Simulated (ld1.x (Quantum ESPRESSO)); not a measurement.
Configuration tests for oxygen (O) (RRKJ)

oxygen (O), norm-conserving RRKJ (Kleinman–Bylander form), made with ld1.x (Quantum ESPRESSO) 7.5 (PBE, scalar-relativistic). Core [He], reference 2s2 2p3 (charge +1). Waves: 2p (bound): rc 1.80 bohr; 3d channel at 0.1 Ry: rc 1.75 bohr; 2s (bound): rc 0.65 bohr. Local part: the s channel. Core correction: a·sin(br)/r model core inside 0.35 bohr.

Energies are relative to the spin-unpolarised reference configuration 2s2 2p3; without spin polarisation the order of configurations can differ from experiment.

Give the all-electron excitation energy and the error of the potential for: 2s2 2p4; 2s2 2p2; 2s2 2p1; 2s2 2p4.3; 2s0 2p6; 2s2 2p0; 2s1 2p4.

```json
{"valence configuration": "2s2 2p4", "charge": "0", "ΔE all-electron (eV)": "-16.431", "error AE − PS (meV)": "+58"}
{"valence configuration": "2s2 2p2", "charge": "+2", "ΔE all-electron (eV)": "33.586", "error AE − PS (meV)": "+227"}
{"valence configuration": "2s2 2p1", "charge": "+3", "ΔE all-electron (eV)": "87.455", "error AE − PS (meV)": "+1439"}
{"valence configuration": "2s2 2p4.3", "charge": "-0.3", "ΔE all-electron (eV)": "-18.553", "error AE − PS (meV)": "+72"}
{"valence configuration": "2s0 2p6", "charge": "0", "ΔE all-electron (eV)": "13.506", "error AE − PS (meV)": "+371"}
{"valence configuration": "2s2 2p0", "charge": "+4", "ΔE all-electron (eV)": "164.360", "error AE − PS (meV)": "+4692"}
{"valence configuration": "2s1 2p4", "charge": "+1", "ΔE all-electron (eV)": "15.229", "error AE − PS (meV)": "+2.9"}
```

Levels in the configuration 2s0 2p6:

| level | all-electron (eV) | pseudo (eV) |
| --- | --- | --- |
| 2p | -9.845 | -10.045 |
